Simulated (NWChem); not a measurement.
Species: SiSH cation, singlet; SMILES [SH+]=[Si]

```xyz
3

Si    -0.0350    -1.0961     0.0000
S      0.1069     0.9644     0.0000
H     -1.2593     1.0423     0.0000
```
Atoms are numbered in this order, from 1.

Low-valent species are run as closed-shell singlets; no triplet was tried in these runs. The geometry was optimised at PBE0/def2-SVP.

 Unshifted, non-relativistic core excitations; the lowest 4 roots alone, so stronger bands may lie above.

Q: List the first Si K-edge excitations from PBE/cc-pVTZ, restricted-window TDA (NWChem).

A: 
```csv
state,energy (eV),dipole oscillator strength,leading excitation (squared amplitude)
S1,1779.4,0.0068,1s of atom 1 or its equivalents → LUMO (1.00)
S2,1780.1,0.0060,1s of atom 1 or its equivalents → LUMO+1 (1.00)
S3,1783.1,0.0001,1s of atom 1 or its equivalents → LUMO+2 (1.00)
S4,1783.7,0.0034,1s of atom 1 or its equivalents → LUMO+3 (0.99)
```
